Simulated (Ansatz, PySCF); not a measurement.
Stretching the B1–H3 bond in aminoborane (SMILES BN) (multiplicity 1 held, fragments rigid). Energies count from the point at 1.193 Å.
Geometry at that point (charge 0, multiplicity 1):
```xyz
6

B     -0.776     0.045    -0.003
N      0.609    -0.035     0.002
H     -1.414    -0.963    -0.031
H     -1.294     1.119     0.020
H      1.210     0.773     0.025
H      1.113    -0.907    -0.016
```

U- levels take the lowest unrestricted solution at each point, which mixes spins at long bonds. Active spaces are followed from a long bond inwards. Curves can end on different states.

Frozen-core correlation. Rows in 6-31G* carry no dispersion term and start afresh at each structure (6-31G* with six Cartesian d functions).

The values were computed with Ansatz (Gaussian orbitals); PySCF for 6-31G* rows. Values without a source in brackets are computed.

Energies in kcal/mol.

```
R (Å)  R-BP86/6-31G*  U-wB97X-V/cc-pVTZ  U-MP2/cc-pVTZ  FIC-MRCISD+Q on CASSCF(2,2)/cc-pVTZ
-----  -------------  -----------------  -------------  -----------------------------------
0.954           26.5               24.6           23.8                                 24.1
1.074            5.9                5.1            4.7                                  4.9
1.193            0.0                0.0            0.0                                  0.0
1.312            2.4                2.9            3.4                                  3.1
1.431            9.1               10.3           11.2                                    ?
1.610           23.0               25.2           26.7                                 25.1
1.789           38.2               41.6           43.5                                 40.6
2.088           61.9               67.9           76.8                                 64.1
2.386           81.9               90.0           95.1                                 82.4
2.744          100.5              103.6          103.7                                 96.8
3.221          117.8              110.2          107.3                                106.2
3.817          131.1              112.1          108.4                                    ?
```

Task: Fill in the missing entries.

Result: 
- 1.431, FIC-MRCISD+Q on CASSCF(2,2)/cc-pVTZ: 10.5
- 3.817, FIC-MRCISD+Q on CASSCF(2,2)/cc-pVTZ: 109.9

Doubts at one or more of the structures used: a restricted determinant that unrestricted orbitals would lower (R-BP86/6-31G*); a spin-contaminated determinant (U-wB97X-V/cc-pVTZ, U-MP2/cc-pVTZ).

Ansatz is an electronic-structure program.
